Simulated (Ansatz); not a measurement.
Species: SiF3, charge -1, multiplicity 1. It need not be the lowest isomer of its formula. Whether it binds its extra electron was not tested at this geometry. 
Structure (B3LYP-D3(BJ)/def2-TZVP (Ansatz, a quantum-chemistry and plane-wave program) minimum search):
SMILES: F[Si-](F)F
```xyz
4

Si    -0.0596    -0.0131     0.5593
F     -0.6707     1.2749    -0.3352
F      1.4726    -0.0191    -0.1371
F     -0.7092    -1.2355    -0.3978
```
Charge -1, spin multiplicity 1.

Basis-set convergence of Hartree-Fock and MP2 correlation energies (hartree) with Ansatz. Correlated levels leave the core frozen unless marked. No spin-orbit coupling. Non-relativistic.

| basis | functions | E(HF) | E(corr, MP2) |
|---|---|---|---|
| aug-cc-pV(D+d)Z | 101 | -587.49832 | -0.72431 |
| aug-cc-pV(T+d)Z | 193 | -587.59433 | -0.90711 |
| aug-cc-pV(Q+d)Z | 329 | -587.62094 | -0.97656 |

Extrapolating the two largest sets (X = 3 and 4) as X^-3: E(corr) = (64·(-0.97656) - 27·(-0.90711))/37 = -1.0272 Eh, an estimate of the basis-set limit. The largest set recovers 95.1 % of it, the smallest 70.5 %.
